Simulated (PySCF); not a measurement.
# What settings do to a single point of [Pb(SH)3]+

The sound run of [Pb(SH)3]+ (singlet) uses PySCF 2.14.0, RKS TPSS, Pb def2-SVP with ECP60, S def2-SVP, H def2-SVP; non-relativistic Hamiltonian with scalar-relativistic core potentials where named; density fitting; no spin-orbit coupling, grid (50, 194), threshold 1e-8 Eh and 55 cycles, at the relaxed geometry:

```xyz
7

Pb    0.0000    0.0000    0.4676
S     2.4237    0.5336    0.4652
H     2.7843   -0.7805    0.4706
S    -1.6740    1.8321    0.4652
H    -0.7162    2.8015    0.4706
S    -0.7497   -2.3658    0.4652
H    -2.0681   -2.0210    0.4706
```

There Pb1 has a Mulliken charge of 0.73 e and the dipole about the centre of mass is 0.01 D. Each run below changes one thing and starts from free metal ions and neutral atoms unless it says otherwise; with 55 cycles, smearing, a level shift and second-order steps follow where DIIS fails, and their cycles count. Energy shifts count from the sound run.

| change | outcome | cycles | energy shift (eV) | largest force component (eV/Å) | charge on Pb1 (e) | dipole about the centre of mass (D) |
| --- | --- | --- | --- | --- | --- | --- |
| all coordinates × 0.94 | converged | 10 | 0.69 | 3.04 | 0.68 | 0.01 |
| grid (30, 86) | converged | 10 | 0.31 | 0.10 | 0.73 | 0.02 |
| threshold 1e-06 | converged | 9 | 0.0000 | 0.01 | 0.73 | 0.01 |
| spin (2S) set to 1, limit 80 cycles | refused | – | – | – | – | – |

Q: How does the run with this change end: start from a density of up to 30 smeared cycles (not counted)?

A: outcome converged, cycles 8, energy shift (eV) 0.0000, largest force component (eV/Å) 0.01, charge on Pb1 (e) 0.73, dipole about the centre of mass (D) 0.01.

Forces carry noise of the integration grid, about 0.01 to 0.03 eV/Å.

No frequency check is given that shows the relaxed geometry to be a minimum.
